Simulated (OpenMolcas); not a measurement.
An atom or ion with 66 electrons was computed by XMS-CASPT2, IPEA 0.25 Eh, imaginary shift 0.1 Eh with spin-orbit coupling (OpenMolcas, ANO-RCC-VTZP, DKH2). The lowest levels that the run gave, each within 12 % of the measured value where one is at hand:

| J | Parity | E (cm-1) | g |
| --- | --- | --- | --- |
| 6 | even | 0.0 | 1.166 |
| 4 | even | 6610 | 1.130 |
| 5 | even | 9650 | 1.033 |
| 4 | even | 14780 | 0.962 |
| 3 | even | 17210 | 1.084 |
| 2 | even | 18140 | 0.742 |
| 4 | even | 24630 | 0.958 |
| 2 | even | 34340 | 1.119 |
| 6 | even | 42450 | 1.001 |
| 1 | even | 45050 | 1.501 |
| 0 | even | 46600 |  |
| 2 | even | 46750 | 1.306 |

**Question.** Which ion is it, and what are the configurations and terms?

**Answer.** Yb⁴⁺ (Z = 70, charge +4; active space 12 electrons in 7 orbitals (4f)). J, parity and g give the terms where levels are pure, and mixed ones are named by the computed weights; the size of the splittings, set against known spectra of the 66-electron sequence, gives the charge. In order, with the measured energies in cm-1 (the list in Tchang-Brillet, Wyart, Meftah and Ait Mammar, Atoms 6, 52 (2018)): 4f12 3H6, 4f12 3F4 [59 %] (6112), 4f12 3H5 (9580), 4f12 3H4 [57 %] (14405), 4f12 3F3 (16372), 4f12 3F2 (16877), 4f12 1G4 [55 %] (24193), 4f12 1D2 [47 %], 4f12 1I6 (39038), 4f12 3P1, 4f12 3P0, 4f12 3P2 [63 %] (43120).

CASPT2 does not keep the components of a term degenerate, so their means are used; among the terms shown or strongly mixed into the levels shown the widest spread is 480 cm-1 (4f12 1D). Some high roots are left out of the spin-orbit mixing, which shifts the levels that they would mix with. Measured partners are found by configuration, term and J. A level has none where our copy of the source lacks it or the pairing is in doubt (some pairs that miss far off the trend of their configuration count as doubtful), and it then counts in no deviation. Levels of configurations outside the active space are missing.

A share in square brackets marks a mixed level and gives the weight of the term that names it.
